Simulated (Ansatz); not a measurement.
Reaction (redistribution): `[O]1[SiH2][GeH2]1` + `F[SiH](F)[SiH3]` → `F[SiH]1[O][GeH2]1` + `F[SiH2][SiH3]`

Program: Ansatz. Geometries: PBE0-D4/def2-TZVP. ΔE: electronic, gas phase. CCSD(T)/CBS is the MP2 limit (def2-TZVPP, def2-QZVPP) plus CCSD(T) − MP2 in def2-TZVPP, frozen cores. DFT in def2-TZVPP. For Ge outer-core shells are correlated without core-valence functions, which leaves a few kJ/mol of doubt a bond. Scalar relativity is left out up to krypton.

`[O]1[SiH2][GeH2]1`:

Z-matrix (Å, degrees):
```
Si
Ge 1 2.256
O 1 1.651 2 55.3
H 1 1.484 2 122.7 3 -102.3
H 1 1.484 2 122.7 3 102.3
H 2 1.535 1 123.7 3 83.6
H 2 1.535 1 123.7 3 -83.6
```

`F[SiH](F)[SiH3]`:

Z-matrix (Å, degrees):
```
Si
F 1 1.593
Si 1 2.342 2 109.5
F 1 1.593 2 107.0 3 118.6
H 1 1.482 2 107.3 3 -126.5
H 3 1.486 1 109.0 2 178.9
H 3 1.485 1 110.0 2 58.5
H 3 1.486 1 109.1 2 -61.9
```

`F[SiH]1[O][GeH2]1`:

Cartesian coordinates in Å:
```
F 0.018 -1.440 -1.878
Si -0.021 -1.046 -0.340
O 1.181 -0.101 0.208
Ge -0.318 1.079 0.351
H -0.334 -2.290 0.392
H -0.467 1.505 1.819
H -0.059 2.293 -0.552
```

`F[SiH2][SiH3]`:

Cartesian coordinates in Å:
```
F 0.905 -1.548 1.389
Si 0.912 -0.093 0.707
Si -0.925 0.121 -0.730
H 0.865 0.917 1.797
H 2.194 0.054 -0.031
H -0.866 -0.894 -1.814
H -0.885 1.480 -1.337
H -2.200 -0.036 0.019
```

Is it downhill or uphill in electronic energy at CCSD(T)/CBS, and by how much? (Best estimate.)

The calculation gave: Nearly level: ΔE = +0.3 kcal/mol.

What do these levels give: BLYP-D4, B2PLYP, PBE-QIDH, CCSD(T)/def2-SVP, CCSD/def2-TZVPP, CCSD(T)/def2-TZVPP? (Estimate.)

The calculation gave: BLYP-D4 -0.3, B2PLYP -0.1, PBE-QIDH 0.1, CCSD(T)/def2-SVP 0.2, CCSD/def2-TZVPP 0.2, CCSD(T)/def2-TZVPP 0.1 kcal/mol.

Largest T1 diagnostic among the species: 0.014.

Leaving LDA and LC-ωPBE aside and taking each functional with its dispersion term where it has one, the values, not all of them listed here, spread over 0.6 kcal/mol, from B97M-V to BHLYP-D4.
